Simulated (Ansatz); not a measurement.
Mulliken charges of CH6BGaZn, SMILES `B[CH2][Zn][GaH2]` from ωB97M-V/def2-TZVPP in Ansatz (PBE0-D4/def2-TZVP geometry).

```json
{"atom": "B1", "x (Å)": "-0.898", "y (Å)": "1.624", "z (Å)": "-0.894", "charge (e)": "-0.309"}
{"atom": "C2", "x (Å)": "0.516", "y (Å)": "1.553", "z (Å)": "-0.415", "charge (e)": "-0.325"}
{"atom": "Zn3", "x (Å)": "0.312", "y (Å)": "-0.358", "z (Å)": "0.229", "charge (e)": "0.222"}
{"atom": "Ga4", "x (Å)": "0.301", "y (Å)": "-2.651", "z (Å)": "1.086", "charge (e)": "0.051"}
{"atom": "H5", "x (Å)": "-1.787", "y (Å)": "1.943", "z (Å)": "-0.148", "charge (e)": "0.059"}
{"atom": "H6", "x (Å)": "-1.194", "y (Å)": "1.260", "z (Å)": "-2.002", "charge (e)": "0.061"}
{"atom": "H7", "x (Å)": "0.816", "y (Å)": "2.059", "z (Å)": "0.506", "charge (e)": "0.150"}
{"atom": "H8", "x (Å)": "1.338", "y (Å)": "1.454", "z (Å)": "-1.128", "charge (e)": "0.149"}
{"atom": "H9", "x (Å)": "0.663", "y (Å)": "-2.993", "z (Å)": "2.585", "charge (e)": "-0.030"}
{"atom": "H10", "x (Å)": "-0.067", "y (Å)": "-3.891", "z (Å)": "0.180", "charge (e)": "-0.029"}
```

Q: By hand: the dipole of these point charges (1 e Å = 4.8032 D).

A: Σ q r = (0.320, -0.302, 0.212) e Å, of length 0.488 e Å = 2.34 D.

Q: How does the dipole of the full density compare? (An estimate is asked.)

A: Ansatz gave: (0.293, -0.130, 0.139) e Å, 1.68 D; the point charges give 1.39 times that, at 18° from its direction.

Point charges leave out the atoms' own dipoles, such as those of lone pairs, and Mulliken's split depends on the basis, so the two needn't agree.
